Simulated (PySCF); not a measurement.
C₃H₄F₂Si, SMILES C#CC(F)(F)[SiH3].

Coordinates come from a PBE-D3(BJ)/def2-SVP optimisation. This is a generated structure with no PubChem entry under its InChIKey; it may be hypothetical.

Two levels are set side by side: PBE/def2-TZVP (PySCF) and ωB97X/def2-TZVP (PySCF). Same geometry, gas phase. Differences are taken from unrounded values.

| quantity | ωB97X | PBE | PBE minus ωB97X |
|---|---|---|---|
| orbital gap (eV) | 12.42 | 5.61 | -6.81 |
| highest occupied level (eV) | -10.76 | -7.12 | 3.64 |
| lowest empty level (eV) | 1.66 | -1.51 | -3.17 |
| dipole moment (D) | 2.38 | 2.13 | -0.25 |
| mean polarisability (bohr³) | 61.1 | 64.8 | 3.6 |

Without exact exchange PBE keeps part of each electron's self-repulsion, which lifts occupied levels and narrows the gap. Loosely held outer electrons make PBE densities more polarisable. Differences between two approximate levels are no errors against the true value.

Rough cost on one machine, each run with all the roots and properties that it gave: ωB97X against PBE within a factor of 2.
